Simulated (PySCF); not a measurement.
H2O3S, SMILES O=S(O)O. Atoms are numbered in the order given.

```xyz
6

O     -0.3222     1.3844     0.0000
S      0.4434     0.1205     0.0000
O     -0.1521    -0.7609     1.2732
O     -0.1521    -0.7609    -1.2732
H     -1.0418    -0.4141     1.4798
H     -1.0418    -0.4141    -1.4798
```

Coordinates come from a B3LYP-D3(BJ)/def2-SVP optimisation. The values are those of a single conformer.

Level of theory: B3LYP-D3(BJ)/def2-SVP (PySCF).

Frequencies are harmonic and unscaled.

Problem. List the normal modes with their intensities. (Estimate from the structure and the level; the computed values follow.)

Solution. 
| mode | ν (cm⁻¹) | IR (km/mol) | Raman (Å⁴/amu) | depolarisation | moving atoms (share of kinetic energy) |
|---|---|---|---|---|---|
| 1 | 167 | 19.6 | 3.7 | 0.75 | H 77 %, O 20 % |
| 2 | 317 | 18.8 | 5.7 | 0.75 | O 59 %, H 31 %, S 10 % |
| 3 | 433 | 62.7 | 2.4 | 0.75 | O 74 %, H 22 % |
| 4 | 436 | 144.6 | 4.1 | 0.54 | H 49 %, O 44 % |
| 5 | 471 | 18.4 | 8.5 | 0.52 | O 45 %, H 35 %, S 20 % |
| 6 | 754 | 338.2 | 3.8 | 0.75 | O 56 %, S 42 % |
| 7 | 761 | 149.8 | 7.7 | 0.05 | O 65 %, S 34 % |
| 8 | 1071 | 47.5 | 3.3 | 0.75 | H 87 %, O 10 % |
| 9 | 1099 | 11.9 | 5.9 | 0.64 | H 57 %, O 33 %, S 10 % |
| 10 | 1234 | 147.6 | 6.1 | 0.08 | O 46 %, S 32 %, H 22 % |
| 11 | 3688 | 34.6 | 58.2 | 0.75 | H 94 % |
| 12 | 3691 | 100.0 | 106.6 | 0.13 | H 94 % |
